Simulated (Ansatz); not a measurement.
Reaction (substitution at a C–C bond): `CCCCCCCS` + `O[SiH2]S` → `SCO[SiH2]S` + `CCCCCC`

Calculated with Ansatz (gas phase, PBE0-D4/def2-TZVP geometries, no zero-point term in ΔE). CCSD(T)/CBS adds triple-zeta CCSD(T) − MP2 to the extrapolated MP2 energy (def2 sets, frozen cores). Functionals use def2-TZVPP. B3LYP here is the variant with VWN-RPA as its local correlation; programs differ in this. Each species was taken in one conformer, which may not be the lowest.

`CCCCCCCS`:

```xyz
24

C     0.454    3.121    1.111
C    -0.007    1.926    1.930
C    -0.299    0.682    1.100
C     0.923    0.100    0.405
C     0.667   -1.232   -0.288
C    -0.277   -1.139   -1.475
C    -0.510   -2.464   -2.181
S    -1.363   -3.721   -1.188
H     0.590    4.004    1.740
H     1.405    2.928    0.609
H    -0.281    3.375    0.340
H     0.751    1.685    2.684
H    -0.910    2.200    2.485
H    -1.072    0.925    0.361
H    -0.731   -0.088    1.750
H     1.317    0.817   -0.325
H     1.715   -0.038    1.151
H     1.622   -1.645   -0.634
H     0.266   -1.951    0.434
H     0.134   -0.433   -2.209
H    -1.243   -0.729   -1.164
H    -1.062   -2.323   -3.111
H     0.444   -2.931   -2.443
H    -2.532   -3.069   -1.085
```

`O[SiH2]S`:

```xyz
7

O    -0.136   -0.834    1.243
Si   -0.240   -0.358   -0.325
S     0.864    1.417   -0.749
H     0.743   -0.912    1.620
H     0.348   -1.347   -1.263
H    -1.687   -0.170   -0.560
H     0.108    2.204    0.035
```

`SCO[SiH2]S`:

```xyz
11

S     2.039    0.046    1.264
C     0.296   -0.412    1.394
O    -0.586    0.482    0.769
Si   -1.208    0.273   -0.735
S     0.267    0.040   -2.260
H     2.194   -0.342   -0.013
H     0.082   -0.407    2.464
H     0.169   -1.432    1.020
H    -1.975   -0.995   -0.826
H    -2.047    1.467   -0.960
H     0.768    1.279   -2.116
```

`CCCCCC`:

```xyz
20

C     1.257    2.008    0.458
C     0.876    0.696    1.123
C    -0.597    0.333    0.975
C    -1.083    0.173   -0.463
C    -0.327   -0.861   -1.290
C    -0.390   -2.269   -0.722
H     1.124    1.968   -0.625
H     2.303    2.259    0.650
H     0.644    2.832    0.835
H     1.113    0.750    2.191
H     1.499   -0.111    0.722
H    -1.203    1.106    1.461
H    -0.792   -0.591    1.530
H    -1.033    1.141   -0.974
H    -2.145   -0.098   -0.442
H     0.720   -0.557   -1.397
H    -0.740   -0.862   -2.304
H     0.106   -2.985   -1.383
H     0.096   -2.336    0.254
H    -1.427   -2.596   -0.597
```

Task: Is it downhill or uphill in electronic energy at CCSD(T)/CBS, and by how much? (Best estimate.)

Result: Ansatz gave: Uphill: ΔE = +49.0 kJ/mol.

Task: What do these levels give: PBE0-D4, B3LYP, CCSD/def2-TZVPP, HF/def2-QZVPP, SCS-MP2/def2-QZVPP, HF/CBS(def2)? (Estimate.)

Result: Computed: PBE0-D4 43.7, B3LYP 41.7, CCSD/def2-TZVPP 48.1, HF/def2-QZVPP 45.5, SCS-MP2/def2-QZVPP 49.7, HF/CBS(def2) 45.5 kJ/mol.

Largest T1 diagnostic among the species: 0.012.

The D4 term adds −5.9 kJ/mol with B3LYP and −3.2 kJ/mol with PBE0; it sums over pairs of atoms, weighted by their polarisabilities, and B3LYP, whose exchange is more repulsive, gets the larger term. From PBE to PBE0 (25 % exact exchange), in def2-TZVPP and without D4, ΔE moves by +4.2 kJ/mol.
